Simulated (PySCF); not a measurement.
## Os(NH3)4 at several levels of theory

Computed with PySCF 2.14.0 (density fitting, no spin-orbit coupling) at the geometry relaxed with r2SCAN:

```xyz
17
Os(NH3)4 (singlet)
Os    0.0000    0.0000    0.0015
N     2.1130    0.0020   -0.0020
H     2.5366   -0.8086    0.4785
H     2.5030    0.0013   -0.9580
H     2.5357    0.8142    0.4770
N    -0.0020    2.1130   -0.0020
H     0.8086    2.5366    0.4785
H    -0.0013    2.5030   -0.9580
H    -0.8142    2.5357    0.4770
N    -2.1130   -0.0020   -0.0020
H    -2.5366    0.8086    0.4785
H    -2.5030   -0.0013   -0.9580
H    -2.5357   -0.8142    0.4770
N     0.0020   -2.1130   -0.0020
H    -0.8086   -2.5366    0.4785
H     0.0013   -2.5030   -0.9580
H     0.8142   -2.5357    0.4770
```

```
 level                                              basis    state  HOMO (eV)  gap (eV)  charge on Os1 (e)  dipole about the centre of mass (D)  largest force component (eV/Å)
r2SCAN     Os def2-SVP with ECP60, N def2-SVP, H def2-SVP  singlet      -0.81      1.63              -0.91                                 0.15                            0.02
r2SCAN  Os def2-TZVP with ECP60, N def2-TZVP, H def2-TZVP  singlet      -1.27      1.38              -0.91                                 0.09                            0.37
r2SCAN          Os x2c-SVPall, N x2c-SVPall, H x2c-SVPall  singlet      -1.02      1.76              -1.09                                 0.19                            0.10
```

Charges are Mulliken's, which hang on the basis. The relaxation used the grid (50, 194), these runs (75, 302) or, all-electron (x2c bases, spin-free X2C Hamiltonian), (99, 590).

Question: Order these levels, in the first row's basis, by the HOMO–LUMO gap they give here, smallest first.
A. wB97X
B. HF
C. PBE
D. TPSS

Answer: C (1.14 eV), D (1.39 eV), A (6.91 eV), B (7.23 eV).

Question: And their other results?

Answer: 
```json
{"level": "TPSS", "state": "singlet", "HOMO (eV)": "-0.77", "gap (eV)": "1.39", "charge on Os1 (e)": "-0.94", "dipole about the centre of mass (D)": "0.12", "largest force component (eV/Å)": "0.21"}
{"level": "wB97X", "state": "singlet", "HOMO (eV)": "-3.47", "gap (eV)": "6.91", "charge on Os1 (e)": "-0.93", "dipole about the centre of mass (D)": "0.12", "largest force component (eV/Å)": "0.88"}
{"level": "PBE", "state": "singlet", "HOMO (eV)": "-0.81", "gap (eV)": "1.14", "charge on Os1 (e)": "-0.95", "dipole about the centre of mass (D)": "0.13", "largest force component (eV/Å)": "0.42"}
{"level": "HF", "state": "singlet", "HOMO (eV)": "-2.69", "gap (eV)": "7.23", "charge on Os1 (e)": "-0.72", "dipole about the centre of mass (D)": "0.09", "largest force component (eV/Å)": "2.48"}
```

In the first row's basis the gap widens with exact exchange: 1.1 to 1.6 eV for PBE, TPSS, r2SCAN (none); 6.9 to 7.2 eV for wB97X, Hartree–Fock (rising or full at long range).

No frequency check is given that shows the relaxed geometry to be a minimum.
